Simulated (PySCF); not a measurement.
Cd(Br)(Et) (C2H5BrCd), SMILES C[CH2][Cd][Br].

Coordinates come from a PBE0-D3(BJ)/def2-SVP optimisation. The def2 effective core potentials stand for the cores of Cd; spin–orbit coupling is left out. One conformer was computed; it need not be the lowest.

Computed with B3LYP/def2-TZVP run with PySCF.

Symmetry labels are those of the subgroup Cs that the program uses (full group Cs).

Computed valence orbital energies around the gap with their symmetry:
```json
[
 {"orbital": "HOMO−7", "symmetry": "A\"", "energy (eV)": "-12.22"},
 {"orbital": "HOMO−6", "symmetry": "A'", "energy (eV)": "-11.56"},
 {"orbital": "HOMO−5", "symmetry": "A'", "energy (eV)": "-10.51"},
 {"orbital": "HOMO−4", "symmetry": "A\"", "energy (eV)": "-9.78"},
 {"orbital": "HOMO−3", "symmetry": "A'", "energy (eV)": "-9.17"},
 {"orbital": "HOMO−2", "symmetry": "A'", "energy (eV)": "-7.55"},
 {"orbital": "HOMO−1", "symmetry": "A\"", "energy (eV)": "-7.55"},
 {"orbital": "HOMO", "symmetry": "A'", "energy (eV)": "-7.43"},
 {"orbital": "LUMO", "symmetry": "A'", "energy (eV)": "-1.23"},
 {"orbital": "LUMO+1", "symmetry": "A'", "energy (eV)": "-0.74"},
 {"orbital": "LUMO+2", "symmetry": "A\"", "energy (eV)": "-0.67"},
 {"orbital": "LUMO+3", "symmetry": "A'", "energy (eV)": "1.02"}
]
```
